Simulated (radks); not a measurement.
Results of a calculation; reference values are marked as such.
Question: These are the eigenvalues of the occupied orbitals of an atom or ion with whole-number occupations (hartree). Level of theory: scalar-relativistic Kohn-Sham, BLYP, spin-polarised, spherical densities, finite nucleus; Fermi nuclear charge, rms radius of each element as measured or else 0.836 A^(1/3) + 0.57 fm (a radial shooting solver on a logarithmic mesh with Libxc functionals).

orbital  eigenvalue
1s        -3248.790
2s        -661.7208
2p        -583.8091
3s        -230.2222
3p        -207.6109
3d        -185.1260
4s        -113.2428

Which element is it, and in what charge state? The configuration may be excited. Open shells, if any, are filled with parallel spins first.

Answer: Z = 81, thallium, charge +51: Tl51+ in [Ar] 3d10 4s2. The list shows which subshells hold electrons but not how many an open one holds; the 1s level, -3248.8 hartree, gives Z - s = 80.6 by -(Z - s)^2/2, which with screening and relativity narrows Z to a few neighbours, and the depths of the outer levels then fix element, charge and occupations together.
